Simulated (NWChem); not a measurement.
Molecule: CH$_{3}$ClOSi, singlet; SMILES CO[Si]Cl

```xyz
7

Si     1.1237     0.1022     0.0001
Cl    -0.4759     1.5053     0.0000
O      0.3205    -1.3359    -0.0002
C     -1.0158    -1.7716     0.0001
H     -1.7176    -0.9227    -0.0037
H     -1.1952    -2.3944    -0.8900
H     -1.1972    -2.3879     0.8943
```
Atoms are numbered in this order, from 1.

Results from NWChem. Pople sets run with spherical d functions. Low-valent species are run as closed-shell singlets; no triplet was tried in these runs. All runs use the structure optimised with PBE0/def2-SVP. B3LYP is NWChem's, with the RPA form of VWN correlation. Vertical excitations in the gas phase; the lowest state need not have the same character in each row.

| level | lowest excitation, singlet (eV) | oscillator strength of that lowest state | orbital gap (eV) |
|---|---|---|---|
| PBE/6-31+G*, full TDDFT | 4.49 | 0.052 | 3.69 |
| B3LYP/6-31+G*, full TDDFT | 4.63 | 0.068 | 5.19 |
| BHandHLYP/6-31+G*, full TDDFT | 4.78 | 0.087 | 7.41 |
| LRC-wPBEh/6-31+G*, full TDDFT | ? | ? | ? |

What belongs in the gaps?


- LRC-wPBEh/6-31+G*, full TDDFT, lowest excitation, singlet (eV): 4.68
- LRC-wPBEh/6-31+G*, full TDDFT, oscillator strength of that lowest state: 0.078
- LRC-wPBEh/6-31+G*, full TDDFT, orbital gap (eV): 9.01
